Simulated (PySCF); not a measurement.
## Dipole response of Ga (gallium, neutral)

[Ar] 3d10 4s2 4p1, 2P determinant. Calculation: PySCF 2.14, in x2c-QZVPPall with one added diffuse shell each of s, p, d, f type (12s8p6d5f1g, 110 functions); the spin-free X2C one-electron Hamiltonian (Gaussian nucleus). Coupled (time-dependent) response in atomic units; α is the mean over directions.

```
 method  mean α (bohr³)         α xx, yy, zz  C₆ (like pair)  S(−4)
LC-wPBE           51.37  40.73, 72.65, 40.73           433.2   1553
```

S(−4) is the Cauchy moment in α(ω) = α(0) + S(−4) ω² + …

Reference α: 50 ± 3 bohr³ (recommended; Schwerdtfeger and Nagle, table of static dipole polarizabilities (2023 update)). Published C₆: 498.0 (Chu and Dalgarno (2004); Tang, Norbeck and Certain (1976)).

Spin-orbit coupling is absent.

α(iu) at LC-wPBE:

```tsv
u (hartree)	α(iu) (bohr³)
0	51.37
0.0500	47.89
0.100	40.56
0.200	27.05
0.300	18.42
0.500	9.896
0.750	5.665
1.00	3.777
1.50	2.148
2.00	1.451
3.00	0.8372
5.00	0.4150
```

A single London oscillator, α(iu) = α/(1 + u²/ω²), gives C₆ = (3/4) ω α². Matching the computed C₆ needs ω = 4 × 433.2 / (3 × 51.37²) = 0.219 hartree.

The components differ because the open shell of this determinant is not spherical; for a pure term their mean is the scalar polarisability.
